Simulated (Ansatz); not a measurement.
Geometry optimisation, RKS BLYP/def2-SVP (Ansatz).

Input file:

```yaml
crystal:
  periodic: [false, false, false]
  atoms:
    - { symbol: C, position_ang: [-1.02595, 0.67573, -0.31318] }
    - { symbol: S, position_ang: [-0.05066, -0.05617, 1.05208] }
    - { symbol: Zn, position_ang: [1.75185, -1.14639, 0.31902] }
    - { symbol: H, position_ang: [-1.42269, -0.10722, -0.9506] }
    - { symbol: H, position_ang: [-0.41539, 1.36747, -0.88276] }
    - { symbol: H, position_ang: [-1.84041, 1.21079, 0.16474] }
    - { symbol: H, position_ang: [3.00325, -1.94421, 0.6107] }
basis:
  gaussian: { orbitals: def2-SVP }
hamiltonian:
  xc: blyp
relax:
  f_tol: 0.015
  max_steps: 40
```

Run as:

```bash
$ ansatz run input.yaml --threads 1 --pin off --max-ram 2048MiB --backend cpu --events-out ev --progress --plain --runs-dir out
```

Question: Where does it end, and by what steps?

Answer: The run converged. After 6 steps the energy has fallen by 0.229 eV; H7 moved furthest, 0.51 Å.

```csv
step,energy less start (eV),largest force component (eV/Å),accepted
0,0.0000,0.622,yes
1,-0.1561,0.240,yes
2,-0.2026,0.398,yes
3,-0.2233,0.359,yes
4,-0.2291,0.053,yes
5,-0.2294,0.024,yes
6,-0.2294,0.005,yes
```

```xyz
7
Properties=species:S:1:pos:R:3
C -0.928 0.614 -0.286
S -0.188 0.038 1.329
Zn 1.587 -1.058 0.609
H -1.231 -0.233 -0.930
H -0.243 1.280 -0.844
H -1.835 1.191 -0.024
H 2.839 -1.832 0.145
```

Whether the end is a true minimum wasn't checked by a vibrational analysis.

The run took 21 s on 1 thread of Arm Neoverse V2 (shared host), peak memory 0.12 GiB.
